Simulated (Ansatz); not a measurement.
`F[Si](F)(F)[GeH3]` + `C#N` → `N#[C][GeH3]` + `F[SiH](F)F`  (formal exchange of groups at a Ge–Si bond)

Program: Ansatz. Geometries: PBE0-D4/def2-TZVP. ΔE: electronic, gas phase. CCSD(T)/CBS adds triple-zeta CCSD(T) − MP2 to the extrapolated MP2 energy (def2 sets, frozen cores). This one scheme is used for every species. DFT in def2-TZVPP. For Ge outer-core shells are correlated without core-valence functions, which leaves a few kJ/mol of doubt a bond. Scalar relativity is left out up to krypton.

`F[Si](F)(F)[GeH3]`:

Cartesian coordinates in Å:
```
F -1.703 0.643 1.364
Si -0.325 0.902 0.633
F 0.734 1.246 1.755
F -0.506 2.204 -0.246
Ge 0.344 -0.954 -0.669
H 0.483 -2.180 0.239
H 1.690 -0.642 -1.332
H -0.716 -1.219 -1.744
```

`C#N`:

```xyz
3

C     0.007    0.009   -0.023
N    -0.319   -0.392    1.000
H     0.312    0.383   -0.977
```

`N#[C][GeH3]`:

```xyz
6

N     1.708   -1.113    1.383
C     0.910   -0.593    0.737
Ge   -0.424    0.276   -0.343
H    -1.572   -0.717   -0.516
H     0.240    0.619   -1.676
H    -0.862    1.528    0.415
```

`F[SiH](F)F`:

Cartesian coordinates in Å:
```
F 0.272 -0.155 -1.527
Si 0.015 -0.032 0.020
F -1.535 0.094 0.253
F 0.699 1.289 0.530
H 0.549 -1.195 0.725
```

CCSD(T)/CBS gives -20.1 kJ/mol.

Q: Another level gave -9.3 kJ/mol. Which?
A. revPBE/def2-TZVPP
B. r2SCAN0-D4/def2-TZVPP
C. B2PLYP/def2-TZVPP
D. RPA@PBE/def2-TZVPP

A: A. revPBE -9.3, r2SCAN0-D4 -16.9, B2PLYP -23.7, RPA@PBE/def2-TZVPP -28.0 kJ/mol.

Largest T1 diagnostic among the species: 0.014.

Leaving LDA and LC-ωPBE aside and taking each functional with its dispersion term where it has one, the values, not all of them listed here, spread over 19.3 kJ/mol, from B2PLYP to PBE-D4. LDA lies +3.5 kJ/mol from PBE without D4. At CCSD(T), def2-SVP lies −4.2 kJ/mol from the extrapolated value and def2-TZVPP −5.4 kJ/mol. In def2-TZVPP, CCSD(T) changes the Hartree–Fock value by +13.6 kJ/mol (the triples alone add +1.0 kJ/mol) and MP2 by +7.8 kJ/mol.
